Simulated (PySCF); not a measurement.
CH₃Cl₂ISi, SMILES Cl[Si](Cl)(I)C at its CAM-B3LYP/def2-SVP optimised geometry (Å):

```
8

C     -0.7954     0.6028     0.0000
Si    -0.1621    -1.1368     0.0000
Cl     1.8948    -1.1368     0.0000
Cl    -0.8012    -2.1184    -1.6908
I     -0.9588    -2.3439     1.9709
H     -0.4427     1.1368     0.8941
H     -1.8948     0.6082    -0.0071
H     -0.4308     1.1280    -0.8955
```

Calculation: CAM-B3LYP/def2-TZVP, def2 effective core potentials past Kr (PySCF). The core electrons that the potentials of I replace are not part of the density. Cells within 0.4 Å of a nucleus heavier than hydrogen are left out (blank, or x).

Map of the electrostatic potential (hartree/e), clipped to [-0.08, 0.12] on the plane z = 0.0 Å:

```
|11111111111111111111111111111|
|11111111111111111111111111111|
|11111111111111111111111111111|
|11111111111111111111111111111|
|11111111111111111111111111111|
|11111111111222221111111111110|
|11111222222222222111111111100|
|11122222223333322211111110000|
|11222333356876432211111100000|
|12223457799999843221110000000|
|12234799999999963221100000000|
|12235999999xx9994321100000000|
|1223699999xxx9996422110000000|
|12235999999xx9998643322110000|
|12234699999999999989998421100|
|11223457899999999999999963110|
|11222345899999999999999995211|
|1112234599999xx99999xx9998311|
|1111223599999xx99999xxx999311|
|1111123599999xx99999xx9998311|
|01111124799999999999999995210|
|00001123599999999999999962100|
|00000112469999999978997421000|
|00000011246899998543221100000|
|00000001123456654321000000000|
|00000000012233332210000000000|
|00000000001111111100000000000|
|00000000000000000000000000000|
|00000000000000000000000000000|
```
Scale: ten equal steps from -0.012 (start of '0') to 0.120 (end of '9'), in the order '0123456789'; x runs from -4.00 to 4.00, y from -4.00 (bottom) to 4.00 (top).
